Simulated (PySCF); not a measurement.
C₃H₇O, SMILES CC(C)[O], multiplicity 2. Atoms are numbered in the order given.

```xyz
11

C      0.0727    -0.6326    -1.2916
C     -0.2712     0.1386     0.0000
C      0.0727    -0.6326     1.2916
O      0.1413     1.4269     0.0000
H      1.1682    -0.8010    -1.3386
H     -0.4305    -1.6195    -1.3253
H     -0.2239    -0.0419    -2.1794
H     -1.4027     0.2688     0.0000
H      1.1682    -0.8010     1.3386
H     -0.4305    -1.6195     1.3253
H     -0.2239    -0.0419     2.1794
```
Charge 0, spin multiplicity 2.

Geometry: PBE-D3(BJ)/def2-SVP. The isomer is the one that the SMILES or the coordinates give; other isomers of the formula were not compared.

Two levels are set side by side: PBE/pcH-1 (PySCF) and B3LYP/pcH-1 (PySCF). Contact hyperfine couplings, same geometry. Differences are taken from unrounded values.

```tsv
quantity	B3LYP
A(iso) of 13C, atom C1 (MHz)	19.3
A(iso) of 13C, atom C2 (MHz)	-38.8
A(iso) of 13C, atom C3 (MHz)	19.3
A(iso) of 17O, atom O4 (MHz)	-48.7
A(iso) of 1H, atom H5 (MHz)	4.6
A(iso) of 1H, atom H6 (MHz)	-2.5
A(iso) of 1H, atom H7 (MHz)	-1.1
A(iso) of 1H, atom H8 (MHz)	319.6
A(iso) of 1H, atom H9 (MHz)	4.6
A(iso) of 1H, atom H10 (MHz)	-2.5
A(iso) of 1H, atom H11 (MHz)	-1.1
```

Problem. What does PBE give, and how far is it from B3LYP? (An estimate is asked for; the answer gives what the named calculation found.)

Solution. 
```
quantity                        PBE  PBE minus B3LYP
----------------------------  -----  ---------------
A(iso) of 13C, atom C1 (MHz)   19.4              0.1
A(iso) of 13C, atom C2 (MHz)  -33.9              4.9
A(iso) of 13C, atom C3 (MHz)   19.4              0.1
A(iso) of 17O, atom O4 (MHz)  -26.7             22.0
A(iso) of 1H, atom H5 (MHz)     9.8              5.1
A(iso) of 1H, atom H6 (MHz)    -2.4              0.1
A(iso) of 1H, atom H7 (MHz)    -0.3              0.8
A(iso) of 1H, atom H8 (MHz)   340.5             20.9
A(iso) of 1H, atom H9 (MHz)     9.8              5.1
A(iso) of 1H, atom H10 (MHz)   -2.4              0.1
A(iso) of 1H, atom H11 (MHz)   -0.3              0.8
```

Rough cost on one machine, each run with all the roots and properties that it gave: B3LYP against PBE within a factor of 2.
